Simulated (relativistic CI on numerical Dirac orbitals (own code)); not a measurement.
**Cr⁶⁺ in a cubic cluster: 2p photoemission with charge transfer**

Computed with a charge-transfer multiplet model of a cubic metal-ligand cluster with up to 2 ligand holes, Slater and spin-orbit integrals from Dirac-Coulomb-Breit ions, Slater integrals scaled by 0.7. The ground state mixes d0 with configurations of k ligand holes L, whose averages lie at kΔ + k(k − 1)U_dd/2; a core hole lowers each added d electron by U_cd. 300 K, Lorentzian 0.6 eV and Gaussian 0.8 eV FWHM.

Atomic integrals in eV (Slater integrals scaled, ζ unscaled), ground: F2dd 8.205, F4dd 5.167, zeta_d 0.039; with the core hole: F2dd 8.205, F4dd 5.167, zeta_d 0.067, zeta_core 5.617, F2cd 6.030, G1cd 4.759, G3cd 2.711. Where a configuration has fewer than two d electrons, the dd integrals are those of d2.

Cluster parameters (eV): Δ = -1, U_cd = 5.8, 10Dq = 0.35, 10Dq(ligand) = 0.4, V(eg) = 2.55, V(t2g) = -1.13, final-state hopping factor = 1.

```
         Case   n_d    d0   d1L  d2L2     S
U_dd = 2.5 eV  1.11  0.18  0.53  0.29  0.00
U_dd = 4.6 eV  1.02  0.21  0.56  0.23  0.00
U_dd = 6.7 eV  0.94  0.24  0.58  0.18  0.00
```

Weights, n_d and S are thermal averages at 300 K. Binding energies count from the first peak over 30 % of the highest in each spectrum, which can be another peak from case to case. The parameters are a model scan and need not match a compound or its usual spin state. Peaks in eV (height, largest 100):
- U_dd = 2.5 eV: 0.0 (100), 5.6 (5), 9.0 (42), 13.1 (10)
- U_dd = 4.6 eV: 0.0 (100), 5.9 (5), 9.0 (43), 12.9 (8)
- U_dd = 6.7 eV: 0.0 (100), 6.3 (6), 8.9 (43), 12.2 (7)

Curve for U_dd = 4.6 eV (points under 2 left out, the grid thinned):

```csv
E (eV),Intensity
-2.7,2.1
-2.3,3.0
-1.8,4.9
-1.4,8.4
-1.0,18.1
-0.5,56.5
-0.1,96.6
0.3,85.2
0.8,33.0
1.2,14.1
1.6,8.5
2.1,6.7
2.5,5.9
2.9,5.1
3.3,4.8
3.8,4.9
4.2,4.6
4.6,3.9
5.1,3.7
5.5,4.7
5.9,5.5
6.4,4.9
6.8,4.8
7.2,5.8
7.7,8.9
8.1,15.3
8.5,29.1
9.0,42.7
9.4,31.8
9.8,16.3
10.3,7.3
10.7,5.1
11.1,4.8
11.5,5.0
12.0,5.3
12.4,6.5
12.8,7.9
13.3,7.1
13.7,5.6
14.1,4.5
14.6,2.8
21.0,2.3
21.4,4.0
21.9,3.8
22.3,2.1
```

A d0 ion has no d-d gap: its lowest excitations are ligand-to-metal charge transfer. With the core hole the average of the configuration with one ligand hole lies at Δ − U_cd = -6.8 eV before mixing: the effective hopping of about 5.3 eV (from the holes of the mixed ground state) is comparable with this gap or larger, so the configurations mix strongly.

With at most 2 ligand holes the space is cut while the next configuration still counts, so covalency is underestimated, and a final configuration with one more ligand hole, which can lie low, is missing from the spectra.
